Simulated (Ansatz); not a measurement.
H$_{4}$Sn (SMILES [SnH4]), singlet, geometry from GFN2-xTB (such geometries of metal compounds can be far from the true shape) (core potentials on Sn); PBE/def2-SVPD (Ansatz, a program for electronic structure).

Input for Ansatz:
Ansatz 0.2 input:
```yaml
crystal:
  periodic: [false, false, false]
  atoms:
    - {symbol: Sn, position_ang: [0.00000000, -0.00000000, -0.00000000]}
    - {symbol: H, position_ang: [-1.09244291, 1.12690418, -0.47060308]}
    - {symbol: H, position_ang: [0.23178506, -1.07625557, -1.21357383]}
    - {symbol: H, position_ang: [-0.56018288, -0.78368680, 1.32545915]}
    - {symbol: H, position_ang: [1.42084073, 0.73303819, 0.35871776]}
basis:
  gaussian:
    orbitals: def2-SVPD
hamiltonian:
  xc: pbe
```

It wrote (shortened):

```
Functional definition: PBE
609 factors; their error is unknown
mean field evaluation 1: about -5894.0955 eV, gradient 1.3e1 eV
mean field evaluation 2: about -5894.6403 eV, gradient 7.0e0 eV
mean field evaluation 4: about -5894.7968 eV, gradient 7.3e-2 eV
mean field evaluation 8: about -5894.7867 eV, gradient 1.4e-3 eV
mean field -5894.78665255 eV, -216.6294138511 hartree, gradient 3.3e-5 eV, S^2 0.000000; 0 other end points of the search recorded, 0 dependent functions left out
reference -5894.78668872 eV, -216.6294151806 hartree; 13, 13 occupied and 51, 51 virtual orbitals, 609 factors
Total energy: -5894.78668872 eV, -216.6294151806 hartree
```
